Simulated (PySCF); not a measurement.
**How methods differ on the ionisation energy of Be⁺**

Be⁺ [He] 2s1 (2S) → Be²⁺ 1s2 (1S), as a difference of total energies. All numbers are calculated (PySCF 2.14, the spin-free X2C one-electron Hamiltonian (Gaussian nucleus), in aug-cc-pCVTZ-DK). Correlated levels: valence and next inner shell: nothing frozen. The calculations carry no spin-orbit coupling.

```csv
method,ionisation energy (eV)
UHF,18.129
MP2 (valence and next inner shell),18.187
SCS-MP2 (valence and next inner shell),18.181
CCSD (valence and next inner shell),18.194
CCSD(T) (valence and next inner shell),18.195
```

Problem. How much does correlation contribute at CCSD(T) (valence and next inner shell)?

Solution. 18.195 − (18.129) = 0.066 eV, measured against UHF.

Errors of the correlated levels include the incompleteness of this basis.

For comparison: 18.211 eV (measured; NIST Atomic Spectra Database, ionization energies).
